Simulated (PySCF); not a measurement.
Compound: C₄H₉O₂Si (doublet state).
Geometry (GFN2-xTB, Å), atoms numbered from 1 in this order:
```xyz
16
C4H9O2Si angstrom
C      2.846   -0.011    0.279
C      1.371   -0.043   -0.029
O      0.906   -0.101   -1.136
O      0.628    0.018    1.065
Si    -1.063    0.036    1.074
C     -1.711   -1.581    0.309
C     -1.674    1.606    0.189
H      3.054   -0.606    1.164
H      3.131    1.020    0.486
H      3.412   -0.373   -0.573
H     -1.402   -1.640   -0.734
H     -2.795   -1.626    0.344
H     -1.323   -2.456    0.822
H     -2.758    1.651    0.174
H     -1.321    1.602   -0.842
H     -1.308    2.513    0.664
```

The hyperfine couplings belong to this conformer and change with its torsions.

The species is `CC(=O)O[Si](C)C` [radical].

Computed, not measured: UKS B3LYP, pcH-1 on C H O Si, non-relativistic, mean-field spin-orbit, GIAO in PySCF. One conformer (not necessarily the lowest) at the GFN2-xTB geometry, without solvent, vibrations or thermal averaging. A GFN2-xTB geometry isn't a minimum of the functional, and hyperfine couplings can be far from their values at a DFT geometry, by a factor of two or more for some ions and for spin on atoms past the first row. No stability test was run, so a lower SCF solution isn't excluded.

The isotropic 13C couplings, averaged over equivalent nuclei, are +51.0, +22.4, +1.0 MHz. Assign them to C1; C2; C6/C7.

```tsv
site	a_iso (MHz)	ρ(0) (bohr⁻³)	position	distance from Si5 (Å)	spin population	largest |T| (MHz)
C1	+1.0	+0.0009	3 bonds from Si5	3.99	0.00	0.8
C2	+22.4	+0.0200	2 bonds from Si5	2.67	+0.01	4.5
C6/C7	+51.0	+0.0453	1 bond from Si5	1.90	+0.03	13.1
```

Match the computed a_iso(1H) values +16.3, +0.1 MHz (means over equivalent nuclei) with the sites H8/H9/H10; H11 (×6).

| site | a_iso (MHz) | ρ(0) (bohr⁻³) | position | distance from Si5 (Å) | bound to | spin population there | largest \|T\| (MHz) |
| --- | --- | --- | --- | --- | --- | --- | --- |
| H8/H9/H10 | +0.1 | 0.0000 | 4 bonds from Si5 | 4.43 | C1 | 0.00 | 1.5 |
| H11 (×6) | +16.3 | +0.0036 | 2 bonds from Si5 | 2.51 | C6/C7 | +0.03 | 6.8 |

ρ(0) is the spin density at the nucleus and T the dipolar tensor; a_iso includes a spin–orbit part; entries for several nuclei are means. The largest Mulliken spin population is on Si5 (+0.90). The angles at Si5 add up to 332.2°, so it is pyramidal.

Class means assume fast exchange of nuclei equivalent by connectivity; if that motion is slow, each nucleus keeps its own coupling. The six 1H nuclei of mean +16.3 MHz run from -4.5 to 53.0 MHz in the frozen geometry.

Hardware: Arm Neoverse V1, one thread, shared host. Cost: 90 s of wall time (with the writing of density and orbital grids), 1.0 GiB resident at most.
